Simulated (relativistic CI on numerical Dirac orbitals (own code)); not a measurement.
**Slater and spin-orbit integrals, Ba IX**

Computed by Dirac-Coulomb-Breit CI, separate exchange-only KLI orbitals for each configuration, QED by a radiative potential, unscaled Slater integrals (own radial code, finite nucleus).

Slater integrals F^k, G^k are unscaled and averaged over j, outside the closed core [Kr]; ζ comes from projecting the Hamiltonian with its Breit term on Σ l·s of the shell.

- 4d10 5s 5p: G^1(5s,5p) = 86599, ζ(5p) = 16612 cm⁻¹; <r>(5s) = 1.473, <r^2>(5s) = 2.416, <r>(5p) = 1.616, <r^2>(5p) = 2.911 (bohr units).
- 4d10 5s 5d: G^2(5s,5d) = 48422, ζ(5d) = 1591.5 cm⁻¹; <r>(5s) = 1.47, <r^2>(5s) = 2.408, <r>(5d) = 1.921, <r^2>(5d) = 4.13 (bohr units).
- 4d10 5s 4f: G^3(5s,4f) = 33691, ζ(4f) = 337.66 cm⁻¹; <r>(5s) = 1.483, <r^2>(5s) = 2.45, <r>(4f) = 1.045, <r^2>(4f) = 1.324 (bohr units).

In this model ζ of a weakly bound d, f or g electron outside closed shells comes out too small, for d by up to a factor of two or three and at times with the wrong sign; that of an outer p electron is too small as well.

Averages of the first 10 configurations, taken without configuration mixing, which lowers the lowest level and can move excited configurations by several eV; other configurations of the list can lie among them:

| Configuration | Parity | States | Average energy above the lowest level (eV) |
| --- | --- | --- | --- |
| 4d10 5s2 | even | 1 | 1.0 |
| 4d10 5s 5p | odd | 12 | 17.7 |
| 4d10 5s 5d | even | 20 | 45.2 |
| 4d10 5s 4f | odd | 28 | 29.8 |
| 4d10 5s 5f | odd | 28 | 72.4 |
| 4d10 5p 5d | odd | 60 | 63.9 |
| 4d10 5s 5g | even | 36 | 84.8 |
| 4d10 4f 5d | odd | 140 | 73.9 |
| 4d9 5s2 4f | odd | 140 | 100.3 |
| 4d10 5s 6s | even | 4 | 59.3 |
